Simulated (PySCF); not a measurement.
# Energy of Mo²⁺ (molybdenum, charge +2) between two integer charges

The 4d alpha orbital of [Kr] 4d4 is emptied in steps (occupation f), with all orbitals relaxed, ending at [Kr] 4d3. Computed with PySCF 2.14 in def2-SVP with the def2 core potential (28 electrons) (5s3p2d1f, 31 functions), with scalar relativity through the core potential. The exact energy is a straight line in f; departures are measured from the line between the end points of the same method.

```
  f  BLYP (eV)
  1      0.000
0.8     -0.954
0.6     -1.441
0.4     -1.448
0.2     -0.970
  0      0.000
```

| method | E(f=0) − E(f=1) (eV) | −ε at f=1 (eV) | −ε at f=0.4 (eV) |
| --- | --- | --- | --- |
| BLYP | 27.195 | 21.273 | 28.366 |

Orbital energy along the path (eV):

```json
{"f": "1", "BLYP": "-21.273"}
{"f": "0.8", "BLYP": "-23.583"}
{"f": "0.6", "BLYP": "-25.952"}
{"f": "0.4", "BLYP": "-28.366"}
{"f": "0.2", "BLYP": "-30.812"}
{"f": "0", "BLYP": "-33.283"}
```

Reference removal energy between the ground levels: 27.13 ± 0.12 eV (semi-empirical (NIST evaluation); NIST Atomic Spectra Database, ionization energies). The calculation has no spin-orbit coupling. The determinant left behind need not be the lowest term of the ion.
